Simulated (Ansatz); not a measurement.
C₆H₁₂O₂Si, singlet, geometry from GFN2-xTB; Ansatz (a first-principles code) with PBE0/6-31G.

The Ansatz input:
Ansatz 0.2 input:
```yaml
crystal:
  periodic: [false, false, false]
  atoms:
    - {symbol: C, position_ang: [3.29317671, -0.04795943, -0.29807079]}
    - {symbol: C, position_ang: [2.59954963, -0.64158893, 0.66205982]}
    - {symbol: C, position_ang: [1.12296510, -0.58980606, 0.75070307]}
    - {symbol: O, position_ang: [0.49904034, -1.13395576, 1.62947223]}
    - {symbol: O, position_ang: [0.54767623, 0.10548990, -0.21821987]}
    - {symbol: Si, position_ang: [-1.11343631, 0.33479046, -0.37273199]}
    - {symbol: C, position_ang: [-1.16670082, 1.39737402, -1.94611805]}
    - {symbol: C, position_ang: [-1.77083648, 1.26522252, 1.15014823]}
    - {symbol: C, position_ang: [-1.96801907, -1.34788894, -0.60793679]}
    - {symbol: H, position_ang: [2.79711380, 0.51146999, -1.07393570]}
    - {symbol: H, position_ang: [4.36820603, -0.10030812, -0.34083557]}
    - {symbol: H, position_ang: [3.07090419, -1.20862969, 1.45200899]}
    - {symbol: H, position_ang: [-2.19184244, 1.64418251, -2.19798187]}
    - {symbol: H, position_ang: [-0.62477633, 2.32922120, -1.81952034]}
    - {symbol: H, position_ang: [-0.73425531, 0.87837927, -2.79563769]}
    - {symbol: H, position_ang: [-1.62004897, 0.67712069, 2.05082039]}
    - {symbol: H, position_ang: [-2.83207756, 1.47489184, 1.06343873]}
    - {symbol: H, position_ang: [-1.25696945, 2.21345120, 1.28665470]}
    - {symbol: H, position_ang: [-1.56579707, -1.87920715, -1.46686019]}
    - {symbol: H, position_ang: [-3.03663367, -1.23593528, -0.76038877]}
    - {symbol: H, position_ang: [-1.82025780, -1.97609515, 0.26575340]}
basis:
  gaussian:
    orbitals: 6-31G
    fitting: {mean_field: cc-pVTZ-JKFIT}
hamiltonian:
  xc: pbe0
```

What the program printed (banner, timings and long lists left out):

```
Functional definition: PBE0
1113 factors; integrals over basis functions are off by at most 2.6e-3 eV
mean field evaluation 1: about -18357.6209 eV, gradient 8.0e1 eV
mean field evaluation 2: about -18352.8154 eV, gradient 9.4e1 eV
mean field evaluation 4: about -18371.3366 eV, gradient 4.3e0 eV
mean field evaluation 8: about -18371.3662 eV, gradient 3.9e-1 eV
mean field evaluation 16: about -18371.3665 eV, gradient 2.5e-5 eV
mean field -18371.36652258 eV, -675.1352671453 hartree, gradient 2.5e-5 eV, S^2 0.000000; 0 other end points of the search recorded, 0 dependent functions left out
reference -18371.36654642 eV, -675.1352680215 hartree; 39, 39 occupied and 70, 70 virtual orbitals, 1113 factors
Total energy: -18371.36654642 eV, -675.1352680215 hartree
```
